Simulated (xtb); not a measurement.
Harmonic IR lines of one isomer of CH4OSi, unscaled. Method: xtb with GFN2-xTB.

wavenumber (cm⁻¹): 462 (w), 530 (w), 681 (w), 761 (s), 773 (s), 790 (w), 1366 (w), 1749 (m), 2279 (vs), 2339 (s), 2665 (m)

Identify which structure gives these lines.
A. `O=C[SiH3]`
B. `C1O[SiH2]1`
C. `OC=[SiH2]`
D. `C=[SiH]O`

A, `O=C[SiH3]`
